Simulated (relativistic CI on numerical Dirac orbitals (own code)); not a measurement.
# One change at a time: Hf XLIX

Base calculation: Dirac-Coulomb-Breit CI, KLI orbitals optimised for each configuration, a model potential for QED, unscaled Slater integrals.

Configuration list (outside the closed core [Ne]): 3s²3p⁶3d⁶, 3s²3p⁵3d⁷, 3s²3p⁴3d⁸, 3s3p⁶3d⁷, 3p⁶3d⁸, 3s3p⁵3d⁸, 3s²3p⁶3d⁵4s, 3s²3p⁶3d⁵4p, 3s²3p⁴3d⁷4s, 3s²3p⁶3d⁵4d, 3s²3p⁴3d⁷4p, 3s²3p⁵3d⁶4s, 3s²3p⁶3d⁵4f, 3s²3p⁴3d⁷4d, 3s3p⁵3d⁷4s, 3s²3p⁵3d⁶4p, 3s²3p⁵3d⁶4d, 3s²3p⁶3d⁴4s², 3s3p⁶3d⁶4s, 3p⁶3d⁷4s, 3p⁶3d⁷4p, 3s²3p⁶3d⁵5s, 3p⁶3d⁷4d, 3s3p⁶3d⁵4s². Levels of other configurations are missing.

Variants: (1) Breit term removed; (2) QED terms removed. Shifts of the energy above 3s²3p⁶3d⁶ ³F4, in eV, for the lowest level and the first level of each name with at least 55 % of one term (blank where a level changes its place among those of its configuration and J or its character, or is not in the variant):

| Level | Base | Δ(1) | Δ(2) |
| --- | --- | --- | --- |
| 3s²3p⁶3d⁶ ³F4 | 0.000 | 0.000 | 0.000 |
| 3s²3p⁶3d⁶ ⁵D3 | 54.361 | +0.970 | -0.163 |
| 3s²3p⁶3d⁶ ³G5 | 64.156 | +2.264 | -0.159 |
| 3s²3p⁶3d⁶ ³H6 | 64.241 | +3.027 | -0.160 |
| 3s²3p⁶3d⁶ ³P1 | 85.902 | +0.267 | -0.161 |
| 3s²3p⁶3d⁶ ³F3 | 88.034 | +0.966 | -0.157 |
| 3s²3p⁶3d⁶ ⁵D2 | 114.344 | +1.926 | -0.319 |
| 3s²3p⁶3d⁶ ⁵D0 | 117.290 | +1.540 | -0.317 |
| 3s²3p⁶3d⁶ ³H5 | 124.942 | +3.692 | -0.321 |
| 3s²3p⁶3d⁶ ¹I6 | 128.443 | +4.585 | -0.321 |
| 3s²3p⁶3d⁶ ¹D2 | 170.543 | +1.931 | -0.311 |
| 3s²3p⁶3d⁶ ¹S0 | 187.146 | +1.317 | -0.320 |
| 3s²3p⁵3d⁷ ⁵G°6 | 365.353 | +3.690 | +0.517 |
| 3s²3p⁵3d⁷ ³P°0 | 376.074 | +2.037 | +0.527 |
| 3s²3p⁵3d⁷ ³D°3 | 377.101 | +2.519 | +0.523 |
| 3s²3p⁵3d⁷ ⁵G°5 | 426.912 | +4.458 | +0.359 |
| 3s²3p⁵3d⁷ ³I°7 | 447.956 | +6.151 | +0.364 |

At this charge energies of transitions that change n are usually good to better than 1 %, and those within a shell (Δn = 0) to a few per cent.

Ionisation energy from the two ground configurations alone: base 4246.23 eV; Breit term removed 4247.89 eV. The NIST ASD value (theoretical) is 4246 eV.

LS names give the leading component of a level, which can be under half, so a name can repeat, a term be missing and a line seem to break the LS rules.
